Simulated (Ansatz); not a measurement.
Molecule: sum formula Si₂NH₆Cl₂ (charge +1, singlet). It need not be the lowest isomer of its formula. 
Coordinates optimised at B3LYP-D3(BJ)/def2-TZVP (Ansatz, a quantum-chemistry and plane-wave program):
SMILES: [SiH3][NH2+][SiH](Cl)Cl
```xyz
11

Si     0.7390     0.2694     0.6412
Cl     1.6428    -1.3097    -0.2102
Cl     0.4323     1.8262    -0.5942
N     -0.9738    -0.3516     1.0327
Si    -2.1872    -0.5676    -0.4077
H      1.3207     0.6547     1.9247
H     -1.4032     0.2782     1.7170
H     -3.1362    -1.5603     0.1120
H     -1.3458    -1.0440    -1.5091
H     -2.7426     0.7774    -0.5832
H     -0.8781    -1.2499     1.5154
```
Charge +1, spin multiplicity 1.

Parts of the frozen-core correlation energy in STO-3G (Ansatz, hartree). Frozen orbitals: 21; correlated occupied orbitals by spin: 16 and 16; virtual: 10 and 10. Spin-orbit coupling is left out. Non-relativistic.

```
term                             value
-------------------------  -----------
reference (HF)             -1537.60026
MP2 opposite-spin                    ?
MP2 same-spin                 -0.01707
CCSD correlation                     ?
(T)                                  ?
T1 diagnostic                    0.007
largest doubles amplitude        0.048
```

Question: Fill in the missing entries.

Answer: 
- MP2 opposite-spin, value: -0.12855
- CCSD correlation, value: -0.18924
- (T), value: -0.00289
